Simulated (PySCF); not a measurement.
SeF₃, SMILES F[Se+](F)F, charge +1. Coordinates come from a r2SCAN-D4/def2-SVP optimisation. The spin state was assumed, not searched. The isomer is the one that the SMILES or the coordinates give; other isomers of the formula were not compared.

All values below come from r2SCAN-D4/def2-SVP in PySCF 2.14.0.

Harmonic wavenumbers (cm⁻¹): 268, 269, 342, 780, 780, 787. Rotational constants (GHz): 6.031, 6.031, 4.164; symmetry number 3.

Q: Work out the zero-point energy and the ideal-gas rigid-rotor harmonic-oscillator thermochemistry at 298.15 K and 1 atm.

A: ZPE = ½ Σ hcν = ½ × 3226 cm⁻¹ = 4.61 kcal/mol. H − E(el) = 7.95 kcal/mol. Entropy in cal/(mol K): translation 40.63, rotation 22.98, vibration 5.08, total 68.70. G − E(el) = -12.53 kcal/mol. Cp = 15.04 cal/(mol K).
